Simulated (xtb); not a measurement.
C3H9B, charge +1, doublet, geometry from GFN2-xTB (a state made from the parent by changing its charge; the spin is typed, not shown lowest); GFN2-xTB in xtb 6.7.1.

Here is a job for xtb.
```
$ xtb mol.xyz --gfn 2 --chrg 1 --uhf 1 --json

# file mol.xyz
13

B     -0.05647573     0.05517160    -0.05364308
C      1.51411882    -0.13791460    -0.22617234
H      2.02755724    -0.85500214     0.40558796
H      1.94104364     0.84853152    -0.03424725
H      1.65529476    -0.43161225    -1.26820282
C     -0.49203480    -0.76952308     1.23631151
H     -1.34235646    -1.37537941     0.91708171
H     -0.79808470    -0.01384345     1.96257438
H      0.23345189    -1.41985028     1.71348884
C     -0.97605379     0.86460885    -0.96549414
H     -1.85392301     1.28359200    -0.46707029
H     -1.36351003     0.23270689    -1.76988686
H     -0.49327601     1.71197205    -1.45898050
```

What the program printed (banner, timings and long lists left out):

```
   ID    Z sym.   atoms
    1    5 B      1
    2    6 C      2, 6, 10
    3    1 H      3-5, 7-9, 11-13

           -------------------------------------------------
          |                Calculation Setup                |
           -------------------------------------------------

           -------------------------------------------------
          |                 G F N 2 - x T B                 |
           -------------------------------------------------

          ...................................................
          :                      SETUP                      :
          :.................................................:
          :  # basis functions                  25          :
          :  # atomic orbitals                  25          :
          :  # shells                           17          :
          :  # electrons                        23          :
          :  max. iterations                   250          :
          :  Hamiltonian                  GFN2-xTB          :
          :  restarted?                      false          :
          :  GBSA solvation                  false          :
          :  PC potential                    false          :
          :  electronic temp.          300.0000000     K    :
          :  accuracy                    1.0000000          :
          :  -> integral cutoff          0.2500000E+02      :
          :  -> integral neglect         0.1000000E-07      :
          :  -> SCF convergence          0.1000000E-05 Eh   :
          :  -> wf. convergence          0.1000000E-03 e    :
          :  Broyden damping             0.4000000          :
          :  net charge                          1          :
          :  unpaired electrons                  1          :
          ...................................................

 iter      E             dE          RMSdq      gap      omega  full diag
   1    -11.6831867 -0.116832E+02  0.518E+00    6.01       0.0  T
   2    -11.7786346 -0.954479E-01  0.478E+00    3.02       1.0  T
   3    -11.9002088 -0.121574E+00  0.250E+00    4.36       1.0  T
   4    -11.8885930  0.116159E-01  0.117E+00    4.07       1.0  T
   5    -11.9142431 -0.256501E-01  0.352E-01    4.22       1.0  T
   6    -11.9141686  0.745091E-04  0.241E-01    4.48       1.0  T
   7    -11.9153671 -0.119857E-02  0.611E-02    4.35       1.0  T
   8    -11.9153972 -0.300590E-04  0.154E-02    4.36       1.8  T
   9    -11.9153981 -0.933113E-06  0.526E-03    4.35       5.3  T
  10    -11.9153985 -0.349054E-06  0.185E-03    4.35      15.0  T
  11    -11.9153985 -0.435209E-07  0.580E-04    4.35      47.8  T
  12    -11.9153985 -0.426512E-08  0.208E-04    4.35     133.3  T

   *** convergence criteria satisfied after 12 iterations ***

         :::::::::::::::::::::::::::::::::::::::::::::::::::::
         ::                     SUMMARY                     ::
         :::::::::::::::::::::::::::::::::::::::::::::::::::::
         :: total energy             -11.724858931106 Eh    ::
         :: gradient norm              0.000034039077 Eh/a0 ::
         :: HOMO-LUMO gap              4.352093387849 eV    ::
         ::.................................................::
         :: SCC energy               -11.915388603463 Eh    ::
         :: -> isotropic ES            0.107419545641 Eh    ::
         :: -> anisotropic ES         -0.013633570398 Eh    ::
         :: -> anisotropic XC          0.009156569445 Eh    ::
         :: -> dispersion             -0.004167825769 Eh    ::
         :: repulsion energy           0.190529672357 Eh    ::
         :: add. restraining           0.000000000000 Eh    ::
         :: total charge               1.000000000001 e     ::
         :::::::::::::::::::::::::::::::::::::::::::::::::::::

           -------------------------------------------------
          |                Property Printout                |
           -------------------------------------------------

[...]
        16                         -0.0185468              -0.5047
        17                         -0.0063763              -0.1735
        18                          0.0095482               0.2598
        19                          0.0222980               0.6068
        20                          0.0310408               0.8447
        21                          0.0433521               1.1797
        22                          0.0493702               1.3434
        23                          0.0631935               1.7196
       ...                                ...                  ...
        25                          0.2150278               5.8512
      -------------------------------------------------------------
                  HL-Gap            0.1599365 Eh            4.3521 eV
             Fermi-level           -0.5702002 Eh          -15.5159 eV

     #   Z          covCN         q      C6AA      α(0)
     1   5 B        2.698     0.304    17.015     6.922
     2   6 C        3.672    -0.162    23.923     7.010
     3   1 H        0.925     0.119     1.625     1.993
     4   1 H        0.924     0.148     1.404     1.853
     5   1 H        0.924     0.150     1.390     1.844
     6   6 C        3.672    -0.162    23.923     7.010
     7   1 H        0.924     0.150     1.390     1.844
     8   1 H        0.924     0.148     1.404     1.853
     9   1 H        0.925     0.119     1.625     1.993
    10   6 C        3.676    -0.216    25.055     7.172
    11   1 H        0.924     0.135     1.498     1.914
    12   1 H        0.924     0.133     1.513     1.924
    13   1 H        0.924     0.135     1.498     1.914

 Mol. C6AA /au·bohr⁶  :        888.430966
 Mol. C8AA /au·bohr⁸  :      20544.126058
 Mol. α(0) /au        :         45.245006

Wiberg/Mayer (AO) data.
largest (>0.10) Wiberg bond orders for each atom

 ---------------------------------------------------------------------------
     #   Z sym  total        # sym  WBO       # sym  WBO       # sym  WBO
 ---------------------------------------------------------------------------
     1   5 B    3.293 --    10 C    1.182     6 C    0.892     2 C    0.892
     2   6 C    3.893 --     3 H    0.967     4 H    0.902     5 H    0.900
                             1 B    0.892     6 C    0.141
     3   1 H    0.986 --     2 C    0.967
     4   1 H    0.977 --     2 C    0.902
     5   1 H    0.976 --     2 C    0.900
     6   6 C    3.893 --     9 H    0.967     8 H    0.902     7 H    0.900
                             1 B    0.892     2 C    0.141
     7   1 H    0.976 --     6 C    0.900
     8   1 H    0.977 --     6 C    0.902
     9   1 H    0.986 --     6 C    0.967
    10   6 C    3.982 --     1 B    1.182    12 H    0.905    13 H    0.896
                            11 H    0.896
    11   1 H    0.980 --    10 C    0.896
    12   1 H    0.982 --    10 C    0.905
    13   1 H    0.980 --    10 C    0.896
 ---------------------------------------------------------------------------

Topologies differ in total number of bonds
Writing topology from bond orders to xtbtopo.mol

molecular dipole:
                 x           y           z       tot (Debye)
 q only:        0.026      -0.009       0.032
   full:        0.039      -0.020       0.044       0.158
molecular quadrupole (traceless):
                xx          xy          yy          xz          yz          zz
 q only:        2.179      -0.818      -2.355      -0.594      -3.156       0.176
  q+dip:        2.353      -1.025      -2.594      -0.410      -3.533       0.241
   full:        2.080      -0.501      -2.304      -0.787      -2.760       0.224

           -------------------------------------------------
          | TOTAL ENERGY              -11.724858931106 Eh   |
          | GRADIENT NORM               0.000034039077 Eh/α |
          | HOMO-LUMO GAP               4.352093387849 eV   |
           -------------------------------------------------

normal termination of xtb
```
